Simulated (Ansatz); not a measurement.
Program: Ansatz 0.2.0.

A structure relaxed at PBE0-D4/def2-TZVP, charge 0, multiplicity 1:

| atom | x (Å) | y (Å) | z (Å) |
| --- | --- | --- | --- |
| N1 | -1.233 | -0.070 | -0.786 |
| Si2 | 0.396 | -0.414 | -0.449 |
| C3 | 0.676 | 0.423 | 1.259 |
| O4 | -0.195 | 1.087 | 1.769 |
| H5 | -1.690 | -0.205 | -1.670 |
| H6 | -1.704 | 0.589 | -0.185 |
| H7 | 1.398 | 0.151 | -1.400 |
| H8 | 0.701 | -1.867 | -0.327 |
| H9 | 1.650 | 0.306 | 1.790 |

(1) Give its formula and SMILES.

(2) Summarise the bond lengths by kind.

## Answers

(1) CH5NOSi, `N[SiH2]C=O`.

(2) 1 × N–Si 1.699 Å; 2 × H–N 1.003 to 1.008 Å; 1 × C–Si 1.923 Å; 2 × H–Si 1.490 to 1.493 Å; 1 × C–O 1.208 Å; 1 × C–H 1.116 Å.
